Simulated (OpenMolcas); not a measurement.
3d³ along the 21-electron sequence

* Program: OpenMolcas
* Method: RASSCF
* Basis: ANO-RCC-VQZP
* Scalar Hamiltonian: DKH2, point nucleus
* Spin-orbit coupling: state interaction with AMFI integrals over the reference wave functions, term energies averaged over their components

Active space for each ion: 9 electrons in 8 orbitals (RAS1 3p, at most 2 holes; RAS2 3d).

Computed levels in cm-1 above ⁴F_3/2:

```json
{"Level": "⁴F_5/2", "Mn4+": "373", "Fe5+": "532", "Co6+": "742", "Ni7+": "962"}
{"Level": "⁴F_7/2", "Mn4+": "880", "Fe5+": "1249", "Co6+": "1733", "Ni7+": "2238"}
{"Level": "⁴F_9/2", "Mn4+": "1507", "Fe5+": "2128", "Co6+": "2935", "Ni7+": "3769"}
{"Level": "⁴P_1/2", "Mn4+": "19304", "Fe5+": "21742", "Co6+": "24078", "Ni7+": "26659"}
{"Level": "⁴P_3/2", "Mn4+": "19443", "Fe5+": "21912", "Co6+": "24269", "Ni7+": "26863"}
{"Level": "⁴P_5/2", "Mn4+": "19910", "Fe5+": "22605", "Co6+": "25281", "Ni7+": "28216"}
{"Level": "²G_7/2", "Mn4+": "21139", "Fe5+": "23843", "Co6+": "26409", "Ni7+": "29379"}
{"Level": "²G_9/2", "Mn4+": "21673", "Fe5+": "24579", "Co6+": "27393", "Ni7+": "30614"}
{"Level": "²P_1/2", "Mn4+": "25086", "Fe5+": "28425", "Co6+": "31642", "Ni7+": "35300"}
{"Level": "weight of ⁴F in the lowest level (%)", "Mn4+": "100", "Fe5+": "100", "Co6+": "100", "Ni7+": "100"}
```

Measured, with the error of the calculation in %. Measured levels: Mn4+ from Corliss and Sugar, J. Phys. Chem. Ref. Data 6, 1253 (1977); Fe5+ from Corliss and Sugar, J. Phys. Chem. Ref. Data 11, 135 (1982); Co6+ from Sugar and Corliss, J. Phys. Chem. Ref. Data 10, 1097 (1981); Ni7+ from Corliss and Sugar, J. Phys. Chem. Ref. Data 10, 197 (1981).

```tsv
Level	Mn4+	Fe5+	Co6+	Ni7+
⁴F_5/2	359 (+3.8)	511 (+4.0)	698 (+6.3)	1012 (-4.9)
⁴F_7/2	835 (+5.3)	1188 (+5.1)	1610 (+7.6)	2184 (+2.5)
⁴F_9/2	1412 (+6.7)	2001 (+6.4)	2723 (+7.8)	3721 (+1.3)
⁴P_1/2	16434 (+17.5)	18738 (+16.0)	21096 (+14.1)	23261 (+14.6)
⁴P_3/2	16595 (+17.2)	18942 (+15.7)	21304 (+13.9)	23710 (+13.3)
⁴P_5/2	17049 (+16.8)	19611 (+15.3)	22187 (+13.9)	24669 (+14.4)
²G_7/2	17892 (+18.1)	20616 (+15.6)		
²G_9/2	18399 (+17.8)	21315 (+15.3)		
²P_1/2	23082 (+8.7)	26496 (+7.3)
```

The fine-structure level ⁴F_9/2 changes by a factor of 2.5 from Mn4+ to Ni7+. Its fourth root runs 6.23, 6.79, 7.36, 7.84, with steps per unit of Z of 0.56, 0.57, 0.47; equal steps would mean a (Z - σ)^4 law with constant σ.

⁴P_1/2 changes by a factor of 1.38 over the same range, with steps per unit of Z of +2440, +2340, +2580 cm-1.

Without dynamic correlation excited terms often stand tens of per cent too high (terms of higher spin than the ground term too low), and those without a measured partner can miss by more than the paired ones. Active for correlation alone: 3p; no level in the range computed is led by a configuration that opens it, so any true level of that kind is missing. Measured partners are found by configuration, term and J. A level has none where our copy of the source lacks it or the pairing is in doubt (some pairs that miss far off the trend of their configuration count as doubtful), and it then counts in no deviation. Only configurations of the active space appear.
